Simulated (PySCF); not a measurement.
Stepwise substitution at one centre (B NH2-SiH3). Gas-phase values, no solvent. Strings in code marks are SMILES.

These are B3LYP-D3(BJ)/def2-TZVP in PySCF values and carry that method's errors. All candidates: neutral, multiplicity 1. B3LYP has the VWN-RPA correlation part, as in Gaussian. Delta-SCF ions had no search for a lower state. 

```json
{
 "HOMO–LUMO gap": "4.50 eV",
 "vertical ionisation energy (Delta-SCF)": "9.72 eV",
 "HOMO": "-7.81 eV"
}
```

Question: Which member has these values?
(A) `NB(N)[SiH3]`
(B) `[SiH3]B([SiH3])[SiH3]`
(C) `NB([SiH3])[SiH3]`
(D) `NB(N)N`

Answer: B, `[SiH3]B([SiH3])[SiH3]`. The others give `NB([SiH3])[SiH3]`: 5.96 eV, 9.25 eV, -7.19 eV; `NB(N)N`: 6.81 eV, 8.79 eV, -6.29 eV; `NB(N)[SiH3]`: 7.22 eV, 9.29 eV, -6.89 eV
